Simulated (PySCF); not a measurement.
PySCF 2.14 output of an unrestricted PBE calculation on a single atom or ion in aug-cc-pwCVTZ-PP with ECP28MDF (8s7p6d4f1g, 96 functions), with scalar relativity through the core potential:

```
SCF conv_tol = 1e-09
number electrons alpha = 14  beta = 10
    J. P. Perdew, K. Burke, and M. Ernzerhof.,  Phys. Rev. Lett. 77, 3865 (1996)
    J. P. Perdew, K. Burke, and M. Ernzerhof.,  Phys. Rev. Lett. 78, 1396 (1997)
    J. P. Perdew, K. Burke, and M. Ernzerhof.,  Phys. Rev. Lett. 77, 3865 (1996)
    J. P. Perdew, K. Burke, and M. Ernzerhof.,  Phys. Rev. Lett. 78, 1396 (1997)
cycle= 1 E= -267.427384564119  delta_E= -0.0124  |g|= 0.0326  |ddm|= 1.47
cycle= 2 E= -267.427742339305  delta_E= -0.000358  |g|= 0.0135  |ddm|= 0.146
cycle= 3 E= -267.427782384276  delta_E= -4e-05  |g|= 0.00167  |ddm|= 0.113
cycle= 4 E= -267.427784635569  delta_E= -2.25e-06  |g|= 0.000736  |ddm|= 0.0369
cycle= 5 E= -267.427785183407  delta_E= -5.48e-07  |g|= 0.000156  |ddm|= 0.0109
cycle= 6 E= -267.427785262061  delta_E= -7.87e-08  |g|= 4.19e-05  |ddm|= 0.00555
cycle= 7 E= -267.427785269276  delta_E= -7.22e-09  |g|= 4.16e-06  |ddm|= 0.00129
cycle= 8 E= -267.427785269304  delta_E= -2.76e-11  |g|= 3.19e-07  |ddm|= 7.7e-05
converged SCF energy = -267.427785269304  <S^2> = 6.003602  2S+1 = 5.0014406
```

The run itself started from symmetry-adapted Hartree-Fock orbitals and held the occupation by maximum overlap, on a logarithmic radial grid, so the iterations belong to that start.

Which element, charge and spin multiplicity is this?

Te (tellurium, neutral), multiplicity 5; the state was [Kr] 4d10 5s1 5p4 6s1, high-spin 5P determinant (an excited configuration).

Energies and moments cover only the electrons outside the core potential. The outer electron is Rydberg-like, and this basis confines it to a smaller radius and binds it less than a complete one would.
